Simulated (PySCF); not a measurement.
Input for PySCF:
```python
from pyscf import gto, scf, dft

mol = gto.Mole()
mol.atom = '''
    B    -0.00012924    0.00017465   -0.01065182
    Cl    0.02666439    1.72290836    0.02897049
    Cl    1.47887022   -0.88426276   -0.03139692
    Cl   -1.50549659   -0.83869697    0.00555932
'''
mol.basis = 'sto-3g'
mol.verbose = 4
mol.build()

mf = dft.RKS(mol)
mf.xc = 'r2scan'
mf.kernel()
mf.analyze()
```

Question: What does this run give for the number of basis functions, dipole moment, nuclear repulsion energy, total energy, HOMO-LUMO gap, HOMO energy?

Answer: 
The number of basis functions comes out as 32 and the dipole moment is 0.03 D. The nuclear repulsion energy is 232.0026 Eh. The total energy is -1390.1953 Eh. The HOMO-LUMO gap is 6.19 eV and the HOMO energy comes out as -6.76 eV.
